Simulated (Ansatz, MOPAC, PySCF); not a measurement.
Torsion C1–Si2–O3–H9 in CH6OSi (SMILES C[SiH2]O); at each angle all else is relaxed with GFN2-xTB, and the levels are single points there.
Geometry at 180° (charge 0, multiplicity 1):
```xyz
9

C     -1.15770     0.31344     0.05269
Si     0.52171    -0.50681    -0.22220
O      1.59747     0.65116     0.17140
H     -1.96608    -0.36739    -0.19486
H     -1.26866     1.20009    -0.56435
H     -1.28358     0.61657     1.08783
H      0.70465    -1.67641     0.64393
H      0.70853    -0.90997    -1.62012
H      2.53688     0.50211     0.12246
```

On the grid 0° to 180°, 0° is the highest and 180° the lowest point at MP2/CBS(cc-pV(T+d)Z, cc-pV(Q+d)Z) + ΔCCSD(T)/cc-pV(T+d)Z.

Frozen-core correlation. The state that PM3 reach isn't checked.

Programs: Ansatz (a quantum-chemistry and plane-wave program) with Gaussian orbitals; MOPAC for PM3 (differences of heats of formation); PySCF for M06-2X, the dispersion terms. 

| level | energy at 0° less that at 180° (meV) |
|---|---|
| PM3 | -12.5 |
| PBE/def2-TZVPP | 52.6 |
| r2SCAN-D4/def2-TZVPP | 56.6 |
| B3LYP/def2-TZVPP | 52.2 |
| PBE0/def2-TZVPP | 52.8 |
| M06-2X/def2-TZVPP | ? |
| wB97X-V/def2-TZVPP | 51.8 |
| wB97M-V/def2-TZVPP | 52.0 |
| CCSD/cc-pV(D+d)Z | ? |

Task: Complete the blanks.

Result: 
- M06-2X/def2-TZVPP, energy at 0° less that at 180° (meV): 46.0
- CCSD/cc-pV(D+d)Z, energy at 0° less that at 180° (meV): 59.2
